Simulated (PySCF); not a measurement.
W(O)(S)(Br)(OH) (BrHO₂SW), SMILES [O]=[W]([OH])(=[S])[Br], multiplicity 1. The structure is a stationary point at PBE-D3(BJ)/def2-SVP. The multiplicity is an assumed one; no other spin state was optimised. The structure was generated by enumeration; whether it is a known compound was not checked. The def2 effective core potentials stand for the cores of W; spin–orbit coupling is left out. The values are those of a single conformer.

Level of theory: PBE-D3(BJ)/def2-SVP (PySCF).

Harmonic wavenumbers (cm⁻¹): 113, 134, 185, 211, 233, 269, 305, 530, 584, 718, 981, 3732. Rotational constants (GHz): 2.319, 0.9878, 0.8585; symmetry number 1.

Work out the zero-point energy and the ideal-gas rigid-rotor harmonic-oscillator thermochemistry at 298.15 K and 1 atm.

ZPE = ½ Σ hcν = ½ × 7995 cm⁻¹ = 47.82 kJ/mol. H − E(el) = 69.32 kJ/mol. Entropy in J/(mol K): translation 181.03, rotation 123.35, vibration 69.97, total 374.35. G − E(el) = -42.29 kJ/mol. Cp = 100.92 J/(mol K). Modes under 150 cm⁻¹ make the vibrational entropy uncertain.
